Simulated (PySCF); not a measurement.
SMILES [SiH]F (HFSi), PBE0/def2-SVP optimised geometry.

```
3

Si    -0.68    -0.81     0.00
H      0.87    -0.81     0.00
F     -0.87     0.81     0.00
```

Density from PBE0/def2-TZVP (PySCF) at that geometry.

Minimum of the electron density along straight lines between bonded atoms, close to the bond critical point (lines longer than 1.1 times the sum of covalent radii, or with two minima, are not listed):

```tsv
bond	length / Å	ρ at the minimum / e bohr⁻³	∇²ρ there / e bohr⁻⁵	position (fraction from the first atom)
Si1–H2	1.547	(withheld)	(withheld)	0.48
Si1–F3	1.635	(withheld)	0.85	0.42
```

Task: Some entries are withheld; supply them.

Result: 
- Si1–H2, ρ at the minimum / e bohr⁻³: 0.115
- Si1–H2, ∇²ρ there / e bohr⁻⁵: 0.06
- Si1–F3, ρ at the minimum / e bohr⁻³: 0.127
